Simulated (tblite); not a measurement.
Run record: tight-binding relaxation, `C1(=CC(=O)C=CC1=O)C=C`.

Computed with GFN2-xTB geometry optimisation, gas phase (tblite 0.8.0). Start geometry: from a force field or distance geometry. The input is one job of a driver script: a line of settings, then coordinates in Å.

Input:
```
{"job": {"kind": "relax", "xc": "GFN2-xTB", "basis": "xTB"}, "charge": 0, "multiplicity": 1}
C      2.837300     0.472800     0.170000
C      1.883000    -0.430100     0.100900
C      0.482900    -0.223200     0.029400
C     -0.331000    -1.286500    -0.035000
C     -1.788900    -1.156000    -0.106600
O     -2.500200    -2.218800    -0.163300
C     -2.435200     0.146700    -0.152000
C     -1.650100     1.214500    -0.093000
C     -0.190800     1.066400    -0.008400
O      0.461000     2.120500     0.038700
H      2.686900     1.535100     0.164700
H      3.874300     0.136100     0.234600
H      2.226400    -1.480000     0.137600
H      0.057200    -2.296600    -0.009700
H     -3.511900     0.203600    -0.210900
H     -2.108700     2.204600    -0.108400
```

Output:
```
step      E/eV     max force
  0    -767.57446    4.175
  1    -767.74740    3.661
  2    -767.86661    0.857
  3    -767.89414    0.673
  4    -767.93396    0.449
  5    -767.94121    0.275
  6    -767.94562    0.174
  7    -767.94932    0.198
  8    -767.95088    0.134
  9    -767.95229    0.105
... (10 lines left out)
 20    -767.95679    0.034
 21    -767.95694    0.041
 22    -767.95709    0.034
 23    -767.95718    0.019
 24    -767.95722    0.016
 25    -767.95726    0.017
 26    -767.95730    0.017
 27    -767.95734    0.019
 28    -767.95737    0.014
 29    -767.95738    0.009
```

«max force» is the largest atomic force in eV/Å.

Task: From which step on does the largest force stay under 0.1 eV/Å, and how much energy is left to gain from there?

Result: From step 10 (0.087 eV/Å), 4.3 meV above the end.

Summary of the converged run: energy lowered by 8.8 kcal/mol over 29 steps; largest atomic force 0.009 eV/Å at the end.

Task: Give the final coordinates.

Result: 0.057 Å rms from the input after alignment:
```
atom  x, y, z in Å
C1     2.8331    0.4875    0.1704
C2     1.8847   -0.4454    0.1118
C3     0.4498   -0.2333    0.0254
C4    -0.3707   -1.3080   -0.0306
C5    -1.8275   -1.2364   -0.1176
O6    -2.5284   -2.2311   -0.1657
C7    -2.3967    0.1255   -0.1438
C8    -1.6155    1.2038   -0.0905
C9    -0.1417    1.1369   -0.0027
O10    0.5103    2.1600    0.0418
H11    2.6081    1.5389    0.1586
H12    3.8726    0.2112    0.2329
H13    2.1694   -1.4917    0.1269
H14    0.0402   -2.3093   -0.0117
H15   -3.4736    0.1943   -0.2075
H16   -2.0216    2.2060   -0.1090
```

Hardware: one thread of an Arm Neoverse V2, shared host with 192 logical CPUs at a one-minute load of 84. Cost: 0.16 s.
Labels such as C1 count atoms from 1, the log's own numbers from 0.
